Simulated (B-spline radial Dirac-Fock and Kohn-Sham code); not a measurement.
# Free-atom binding energies and absorption edges of Xe

Method: ΔSCF Dirac-Fock with Breit, self-energy and vacuum polarisation, finite nucleus, configuration average. Computed with an atomic code on a B-spline grid. Electron correlation is not included.

The run's input, task.json:

```json
{"items": [{
  "Z": 54,
  "q": 0,
  "cfg": [[1, 0, 2], [2, 0, 2], [2, 1, 6], [3, 0, 2], [3, 1, 6], [3, 2, 10], [4, 0, 2], [4, 1, 6], [4, 2, 10], [5, 0, 2], [5, 1, 6]],
  "A": 132,
  "rrms": 4.7859,
  "do": ["binding"],
  "screen": [6, 0]
}]}
```

Command: `python xray_run.py task.json out`

Two models are given for [Kr] 4d10 5s2 5p6. In the first the electron is removed to infinity. In the second it is placed in the 6s shell, so that the atom stays neutral; this mimics a hole screened by valence charge, or the onset of absorption below the ionisation limit. The tabulated edges (Elam, Ravel and Sieber, Radiat. Phys. Chem. 63, 121 (2002)) refer to the element in its standard state, here a gas, where tables give ionisation thresholds or, for molecules, levels shifted by bonding.

```
level  ionised (eV)  screened (eV)  tabulated (eV)
    K       34563.5        34560.0         34561.0
   L1        5458.9         5455.4          5453.0
   L2        5107.6         5104.1          5107.0
   L3        4787.1         4783.7          4786.0
   M1        1151.4         1148.0          1148.7
   M2        1005.5         1002.0          1002.1
   M3         943.3          939.9           940.6
   M4         689.2          685.7           689.0
   M5         676.5          673.0           676.4
   N1         222.6          219.2           213.2
   N2         169.2          165.7           146.7
   N3         156.8          153.3           145.5
   N4         68.49          65.06           69.50
   N5         66.52          63.09           67.50
```

Q: Which of the two models lies closer to the table on average?

A: The screened model lies closer: the mean absolute deviations are 4.6 eV (ionised) and 4.2 eV (screened). Screening lowers the levels by 3.4 eV on average.
